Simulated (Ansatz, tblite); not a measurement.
Cost and result up the ladder for (F)2Al-S-SiH3 (AlSiH₃SF₂) (8 atoms). Total charge 0; singlet. Geometry: r2SCAN-D4/def2-SVP.

```
atom   x (Å)   y (Å)   z (Å)
 Al1  -0.991  -1.401   0.605
  F2   0.471  -2.037   0.149
  F3  -2.155  -2.401   1.211
  S4  -1.288   0.718   0.376
 Si5   0.670   1.179  -0.446
  H6   1.749   0.837   0.521
  H7   0.650   2.647  -0.686
  H8   0.894   0.458  -1.730
```

Ansatz on 4 threads of Arm Neoverse N1 on a shared host; xTB runs through tblite on one thread. Times are rough, summed over both states, and most runs start from the orbitals of an earlier one. PBE0-D4/def2-TZVP serves as the yardstick here, not as an exact answer. The other state is a doublet.

The xTB rows come from tblite.

Raw xTB energies of ions are shifted by several eV.

| level | functions | wall time | vertical IE (eV) | difference from PBE0-D4/def2-TZVP (eV) |
| --- | --- | --- | --- | --- |
| GFN2-xTB | 38 | 0.018 s | 14.31 | 4.01 |
| GFN1-xTB | 41 | 0.021 s | 15.42 | 5.12 |
| PBE-D4/def2-TZVP (with forces) | 191 | 7.9 s | 10.11 | -0.19 |
| PBE0-D4/def2-TZVP | 191 | 11 s | 10.30 | 0.00 |
| r2SCAN-D4/def2-TZVP | 191 | 17 s | 10.23 | -0.08 |
